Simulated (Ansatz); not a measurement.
System: sum formula H$_{4}$SiNO$_{3}$ (charge 0, doublet). It need not be the lowest isomer of its formula. 
Structure (B3LYP-D3(BJ)/def2-TZVP (Ansatz, a program for electronic structure) minimum search):
SMILES: [NH][Si](O)(O)O
```xyz
9

N     -0.2823    -0.3534     1.6973
Si    -0.0112    -0.0068     0.0106
O      1.5765    -0.2409    -0.3269
O     -0.3429     1.5570    -0.3414
O     -1.0030    -0.9763    -0.8524
H     -1.2705    -0.4211     1.9495
H      2.0559    -0.8699     0.2182
H      0.3724     2.1891    -0.2299
H     -0.8695    -1.0473    -1.8013
```
Charge 0, spin multiplicity 2.

Quantity: atomisation energy (electronic, to ground-state atoms), in eV. Valence correlation only, unless marked. UHF or UKS for open shells. No spin-orbit coupling. Non-relativistic. The coupled-cluster limit lacks core correlation, which all-electron functionals hold. CBS(X,Y): correlation extrapolated as X^-3; Hartree-Fock from the larger set.

```csv
level,program,atomisation energy (eV)
r2SCAN/def2-TZVPD,Ansatz,36.05
r2SCAN-D3(BJ)/def2-TZVPD,Ansatz + dftd3,36.10
PBE0/def2-QZVPP,Ansatz,…
r2SCANh-D4/def2-TZVPD,Ansatz + dftd4,35.70
r2SCAN0-D4/def2-TZVPD,Ansatz + dftd4,35.13
B2PLYP/def2-TZVPD,Ansatz,…
SCS-MP2/cc-pV(Q+d)Z,Ansatz,36.66
CCSD/cc-pV(T+d)Z,Ansatz,34.30
"CCSD(T)/CBS(cc-pV(T+d)Z,cc-pV(Q+d)Z)",Ansatz,36.32
```

Q: Some entries are withheld; supply them.

A: 
- PBE0/def2-QZVPP, atomisation energy (eV): 35.64
- B2PLYP/def2-TZVPD, atomisation energy (eV): 35.56
